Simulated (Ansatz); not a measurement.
Job for Ansatz (a quantum-chemistry and plane-wave program): U-CCSD(T)/cc-pVTZ on BF2H (SMILES FBF), a point of a bond scan (R = 1.068 Å).

Ansatz 0.2 input:
```yaml
crystal:
  periodic: [false, false, false]
  atoms:
    - {symbol: B, position_ang: [-0.23542436, -0.38535740, 0.08189990]}
    - {symbol: H, position_ang: [-0.78332002, -1.28218748, 0.27250295]}
    - {symbol: F, position_ang: [0.89919528, -0.13880538, 0.70491879]}
    - {symbol: F, position_ang: [-0.67460427, 0.50643007, -0.78304996]}
basis:
  gaussian:
    orbitals: cc-pVTZ
correlation: {method: ccsd_t, electrons: outside_noble_gas}
scf: {omitted_lower_state_checks: [cluster_reference]}
magnetization: {spin_polarized: true, initial_magnetization: 0}
```

Q: Predict the final total energy.

A: -224.9706 hartree (reference determinant -224.3463, T1 diagnostic 0.013).

Q: How many basis functions does it have, and what does it roughly cost on one machine?

A: 104 functions; very roughly 8 core-seconds.
